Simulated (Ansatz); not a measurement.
Reaction (SMILES): CC(C)CO → CC(C)[CH]O + H atom (the C-H bond at the site shown breaks; other sites are not compared here)
Each molecule is optimised on its own at B3LYP-D3(BJ)/def2-TZVP (Ansatz, a program for electronic structure), one conformer each, not searched for the lowest. Frequencies are from Ansatz.

Property: bond dissociation energy (0 K, with B3LYP-D3(BJ) harmonic zero-point energies), in kcal/mol. Cores are frozen in the correlated levels unless marked. Open shells are spin-unrestricted. No spin-orbit coupling. No relativistic terms. CBS(X,Y): correlation extrapolated as X^-3; Hartree-Fock from the larger set.

CCSD(T)/CBS(cc-pVTZ,cc-pVQZ) (Ansatz) gives 94.4 kcal/mol.

Q: Another calculation gave 90.0 kcal/mol. Which level was it?
A) revPBE/def2-TZVPD (Ansatz)
B) wB97M-V/def2-TZVPD (Ansatz)
C) B3LYP/def2-TZVPD (Ansatz)
D) SVWN5/def2-TZVPD (Ansatz)

A: C, B3LYP/def2-TZVPD (Ansatz). The others give 92.9 (wB97M-V), 85.6 (revPBE), 98.5 (SVWN5) kcal/mol.
